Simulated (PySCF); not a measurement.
# WNCl₃ + 3 HBr → WNBr₃ + 3 HCl

Level: PBE in the def2-SVP basis family, computed in PySCF with density fitting; scalar-relativistic core potentials for atoms from Rb on, none lighter, no spin–orbit coupling; open shells unrestricted.

```json
{"species": "WNCl₃", "state and structure": "singlet, C3v, W–Cl 2.279 Å (×3), W–N 1.677 Å; Cl–W–Cl 114.1° (×3), Cl–W–N 104.4° (×3)", "E (Eh)": "-1501.57204", "ZPE (kJ/mol)": "19.0", "H(298 K) − H(0) (kJ/mol)": "20.5", "S° (J/(mol K))": "360.7"}
{"species": "HBr", "state and structure": "singlet, C∞v, H–Br 1.435 Å", "E (Eh)": "-2574.05319", "ZPE (kJ/mol)": "15.5", "H(298 K) − H(0) (kJ/mol)": "8.7", "S° (J/(mol K))": "198.6"}
{"species": "WNBr₃", "state and structure": "singlet, C3v, W–Br 2.422 Å (×3), W–N 1.678 Å; Br–W–Br 114.0° (×3), Br–W–N 104.5° (×3)", "E (Eh)": "-7842.34178", "ZPE (kJ/mol)": "15.7", "H(298 K) − H(0) (kJ/mol)": "22.4", "S° (J/(mol K))": "395.2"}
{"species": "HCl", "state and structure": "singlet, C∞v, H–Cl 1.296 Å", "E (Eh)": "-460.46126", "ZPE (kJ/mol)": "17.4", "H(298 K) − H(0) (kJ/mol)": "8.7", "S° (J/(mol K))": "186.9"}
```

(1) What is the electronic reaction energy?

(2) Add zero-point, thermal and entropy terms for 298.15 K and 1 bar.

## Answers

(1) At PBE/def2-SVP, ΔE = 15.9 kJ/mol from the differences of the total energies times 2625.5, uphill. 

(2) ΔZPE = 2.4 and Δ[H(298) − H(0)] = 1.9 kJ/mol give ΔH° = 20.2 kJ/mol. ΔS° = -0.6 J/(mol K), so ΔG° = 20.2 − 298.15 × (-0.0006) = 20 kJ/mol and log₁₀K = -3.6.

Spin–orbit coupling can matter for WNCl₃, WNBr₃ and is left out. The structures come from searches over a few start shapes, so lower isomers are not excluded.
